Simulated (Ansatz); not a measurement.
`[AlH2][NH][SiH2]Br` + H–F → `F[SiH2][NH][AlH2]` + HBr at 298.15 K and 1 bar (ligand exchange at the Si–Br bond).

Program: Ansatz. Geometries: PBE0-D4/def2-TZVP. ΔE: electronic, gas phase. CBS: MP2 limit from def2 TZ/QZ plus the TZ coupled-cluster correction, frozen cores. This one scheme is used for every species. For Br outer-core shells are correlated without core-valence functions, which leaves a few kJ/mol of doubt a bond. Scalar relativity is left out up to krypton. Each species was taken in one conformer, which may not be the lowest.

| species | CCSD(T)/CBS energy (Eh) | H − E (kJ/mol) | S (J/(mol·K)) |
| --- | --- | --- | --- |
| `[AlH2][NH][SiH2]Br` | -3162.22405 | 148.4 | 359.0 |
| H–F | -100.39570 | 33.5 | 173.6 |
| `F[SiH2][NH][AlH2]` | -688.71689 | 151.7 | 334.1 |
| HBr | -2573.91920 | 24.6 | 198.6 |

H − E and S are ideal-gas, rigid-rotor, harmonic terms from PBE0-D4/def2-TZVP, for one conformer and one mirror image of each species. 1 Eh = 2625.50 kJ/mol, R = 8.31446 J/(mol·K).

By hand: ΔE, ΔH, ΔS and ΔG.

ΔE = (-688.71689) + (-2573.91920) − (-3162.22405) − (-100.39570) = -0.01634 Eh = -42.9 kJ/mol. Δ(H − E) = 151.7 + 24.6 − 148.4 − 33.5 = -5.6, so ΔH = -48.5 kJ/mol. ΔS = 334.1 + 198.6 − 359.0 − 173.6 = 0.1 J/(mol·K). ΔG = -48.5 − 298.15 × (0.1)/1000 = -48.5 kJ/mol.

By hand: the equilibrium constant, and the temperature at which ΔG would vanish if ΔH and ΔS stayed fixed.

log₁₀ K = −ΔG/(RT ln 10) = 8.5. ΔH and −TΔS have one sign here, so there is no such temperature.

The number of gas molecules stays the same, so ΔS is small and ΔH decides. A doubt of 5 kJ/mol in ΔE shifts log₁₀ K by 0.9 here. Other conformers and mirror images would add mixing entropy, several J/(mol·K) or more a flexible species. Modes under 60 cm⁻¹, often nearly free rotors, make the harmonic entropy too high. These are equilibria of isolated gas molecules and say nothing of rates. Largest T1 diagnostic: 0.012 (customary marks: 0.02 for closed shells, 0.045 for open ones).

ΔS is within the doubt of such terms, so its sign, and with it that verdict, could turn.
